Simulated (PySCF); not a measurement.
SiF3 (doublet state).
Atom-mapped SMILES: `[F:1][Si:2]([F:3])[F:4]`

Computed with UKS B3LYP, pcH-1 on F Si, non-relativistic, mean-field spin-orbit, GIAO in PySCF 2.14.0. Isolated species at its GFN2-xTB geometry, gas phase. Couplings are sensitive to structure, and on GFN2-xTB geometries they can be far from those on DFT ones, by a factor of two or more for some ions and for spin on atoms past the first row.

Problem. Give the principal g shifts and their parts.

Solution. 
| Δg (ppm) | 1 | 2 | 3 |
| --- | --- | --- | --- |
| relativistic mass correction | -239 | -239 | -239 |
| gauge correction | 101 | 101 | 34 |
| orbital Zeeman/spin–orbit | -1790 | -1789 | -487 |
| total | -1927 | -1927 | -691 |

So g = 2.00039, 2.00039, 2.00163 and g_iso = 2.00080; the tensor is axial. 

Problem. What effective moment and Curie constant follow for a powder?

Solution. With the mean of g² = 4.0032 and S(S+1) = 0.75: μ_eff = √(⟨g²⟩S(S+1)) = 1.733 μB and χT = 0.12505·⟨g²⟩·S(S+1) = 0.375 cm³ K/mol (cgs; spin-Hamiltonian part alone).

Problem. Average each term over the three axes. Which is largest in size?

Solution. The orbital-Zeeman/spin–orbit term -1355, the mass correction -239 and the gauge correction 79 ppm, for a total of -1515 ppm. The orbital-Zeeman/spin–orbit term is the largest in size. The mass correction is the same along every axis, so the anisotropy comes from the other two: their spans along these axes are 67 (gauge) and 1303 ppm (orbital Zeeman/spin–orbit).

Problem. At 9.617 GHz, how far is the centre of the isotropic spectrum from where a free electron (g = 2.002319) resonates?

Solution. B = hν/(g μB) with μB/h = 13.99624 MHz/mT gives 343.16 mT for the free electron and 343.42 mT at g_iso, 0.26 mT higher.

Problem. In a frozen sample, at which fields do the three g values resonate at 9.5, 34, 94 and 263 GHz (hyperfine left aside), and which band first spreads them over more than twice a line width of 0.3 mT?

Solution. 
| band | GHz | B(g3) mT | B(g2) mT | B(g1) mT | spread mT |
| --- | --- | --- | --- | --- | --- |
| X | 9.5 | 339.10 | 339.31 | 339.31 | 0.21 |
| Q | 34.0 | 1213.62 | 1214.37 | 1214.37 | 0.75 |
| W | 94.0 | 3355.31 | 3357.38 | 3357.39 | 2.07 |
| J | 263.0 | 9387.74 | 9393.53 | 9393.54 | 5.80 |

The spread grows in proportion to the frequency. Q band is the first where it exceeds 0.6 mT.

The largest Mulliken spin population is on Si2 (+0.84). The angles at Si2 add up to 313.3°, so it is pyramidal.

The HOMO–LUMO gaps are 8.72 eV among the α and 7.35 eV among the β orbitals.

Hardware: one thread of an Arm Neoverse V2, on a shared host. Cost: 18 s.
